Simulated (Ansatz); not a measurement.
Reaction (atomization): `[NH2][GeH2][CH2][SiH3]` → C• + Ge• + 9 H• + N• + Si•

Computed with Ansatz on PBE0-D4/def2-TZVP structures; ΔE is electronic, products minus reactants. CCSD(T)/CBS adds triple-zeta CCSD(T) − MP2 to the extrapolated MP2 energy (def2 sets, frozen cores). This one scheme is used for every species, atoms too. Functionals use def2-TZVPP. B3LYP here is the variant with VWN-RPA as its local correlation; programs differ in this. No spin–orbit coupling; open shells (•) take unrestricted orbitals. Spin–orbit coupling would lower the free atoms: a little for C, Si; clearly for Ge. For Ge outer-core shells are correlated without core-valence functions, so the limit isn't a true one: a few kJ/mol of doubt a bond, and 10 to 20 or more in all where bonds break to atoms. Scalar relativity is left out up to krypton. One conformer a species, not always the lowest.

| level | ΔE (kcal/mol) | difference from CCSD(T)/CBS |
| --- | --- | --- |
| PBE-D4 | 993.0 | -3.7 |
| r2SCAN-D4 | 990.4 | -6.3 |
| PBE0-D4 | 985.3 | -11.4 |
| B3LYP-D4 | 992.7 | -4.0 |
| B2PLYP | 980.7 | -16.0 |
| PBE | 986.4 | -10.3 |
| r2SCAN | 988.8 | -7.9 |
| HF/def2-TZVPP | 725.8 | -270.9 |
| MP2/def2-TZVPP | 971.1 | -25.6 |
| SCS-MP2/def2-TZVPP | 979.3 | -17.4 |
| CCSD/def2-TZVPP | 962.4 | -34.3 |
| CCSD(T)/def2-TZVPP | 973.5 | -23.2 |
| MP2/def2-QZVPP | 984.7 | -12.0 |
| SCS-MP2/def2-QZVPP | 995.6 | -1.1 |
| HF/CBS(def2) | 727.0 | -269.7 |
| CCSD/CBS(def2) | 985.7 | -11.0 |
| CCSD(T)/CBS | 996.7 | 0 |

Largest T1 diagnostic among the species: 0.012.

In def2-TZVPP, CCSD(T) changes the Hartree–Fock value by +247.7 kcal/mol (the triples alone add +11.1 kcal/mol) and MP2 by +245.2 kcal/mol; breaking electron pairs costs correlation energy, which Hartree–Fock lacks. The D4 term adds +10.6 kcal/mol with B3LYP and +5.6 kcal/mol with PBE0; it sums over pairs of atoms, weighted by their polarisabilities, and B3LYP, whose exchange is more repulsive, gets the larger term.

For atomizations the MP2-based limit and the directly extrapolated one differ by several kJ/mol either way, and by 10 to 25 for some Ge, Se and Sn compounds, so smaller differences from it don't rank the levels.
